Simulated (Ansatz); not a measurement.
`C[O][GeH2][OH]` + H₂ → `C[O][GeH3]` + H₂O at 500 K and 1 bar (hydrogenolysis of a Ge–O bond).

Program: Ansatz. Geometries: PBE0-D4/def2-TZVP. ΔE: electronic, gas phase. CBS: MP2 limit from def2 TZ/QZ plus the TZ coupled-cluster correction, frozen cores. This one scheme is used for every species. For Ge outer-core shells are correlated without core-valence functions, which leaves a few kJ/mol of doubt a bond. Scalar relativity is left out up to krypton. One conformer a species, not always the lowest.

```tsv
species	CCSD(T)/CBS energy (Eh)	H − E (kJ/mol)	S (J/(mol·K))
`C[O][GeH2][OH]`	-2268.14728	231.3	404.3
H₂	-1.17544	41.0	145.5
`C[O][GeH3]`	-2192.93708	206.9	357.8
H₂O	-76.37941	73.2	206.3
```

H − E and S are ideal-gas, rigid-rotor, harmonic terms from PBE0-D4/def2-TZVP, for one conformer and one mirror image of each species. The MP2-based limit puts H₂ 0.8 mEh under its directly extrapolated value; such offsets cancel only in part. 1 Eh = 2625.50 kJ/mol, R = 8.31446 J/(mol·K).

Q: By hand: ΔE, ΔH, ΔS and ΔG.

A: ΔE = (-2192.93708) + (-76.37941) − (-2268.14728) − (-1.17544) = 0.00623 Eh = 16.4 kJ/mol. Δ(H − E) = 206.9 + 73.2 − 231.3 − 41.0 = 7.8, so ΔH = 24.2 kJ/mol. ΔS = 357.8 + 206.3 − 404.3 − 145.5 = 14.3 J/(mol·K). ΔG = 24.2 − 500 × (14.3)/1000 = 17.0 kJ/mol.

Q: By hand: the equilibrium constant, and the temperature at which ΔG would vanish if ΔH and ΔS stayed fixed.

A: log₁₀ K = −ΔG/(RT ln 10) = -1.8. ΔG = 0 at ΔH/ΔS = 1692 K, though so small a ΔS makes that figure unsure.

The number of gas molecules stays the same, so ΔS is small and ΔH decides. A doubt of 5 kJ/mol in ΔE shifts log₁₀ K by 0.5 here. Other conformers and mirror images would add mixing entropy, several J/(mol·K) or more a flexible species. Modes under 60 cm⁻¹, often nearly free rotors, make the harmonic entropy too high. These are equilibria of isolated gas molecules and say nothing of rates. Largest T1 diagnostic: 0.012 (customary marks: 0.02 for closed shells, 0.045 for open ones).
